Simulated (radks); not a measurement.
Results of a calculation; reference values are marked as such.
Ionisation of Tc37+, [He] 2s2 2p2, to Tc38+, [He] 2s2 2p1, under several functionals. Scalar-relativistic Kohn-Sham, spin-polarised, spherical densities, finite nucleus; open shells are filled with parallel spins first (spin-orbit coupling, left out, can overturn this in heavy ions); a radial shooting solver on a logarithmic mesh with Libxc functionals.

functional                               E(Tc37+) (hartree)  Exc (hartree)  IE (eV)  -e(HOMO) (eV)  <r> HOMO (bohr)  IE error (eV)
LDA (Slater exchange, VWN5 correlation)         -2696.99627      -43.56549   5302.2         5212.0           0.1220          -58.8
B86b exchange with PBE correlation              -2701.38900      -47.98593   5305.8         5215.6           0.1219          -55.2
PBE                                             -2701.02343      -47.61803   5305.2         5215.0           0.1219          -55.8
exchange-only B88                               -2701.19366      -47.79115   5305.1         5214.9           0.1219          -55.9
exchange-only PBE                               -2700.83908      -47.43291   5304.1         5214.0           0.1219          -56.9
exchange-only LDA                               -2696.27271      -42.84038   5299.4         5209.3           0.1220          -61.6
HCTH/407                                        -2700.64469      -47.25053   5311.5         5222.7           0.1218          -49.5
MS2 meta-GGA                                    -2701.43506      -47.97998   5305.6         5217.0           0.1220          -55.4

NIST Atomic Spectra Database: 5361 eV (semi-empirical). Closest: HCTH/407. The Delta-SCF values span 12.03 eV, the total energies 5.16 hartree. The highest occupied level is 2p. Open shells are spherical and high-spin; term and fine-structure splittings are not resolved.
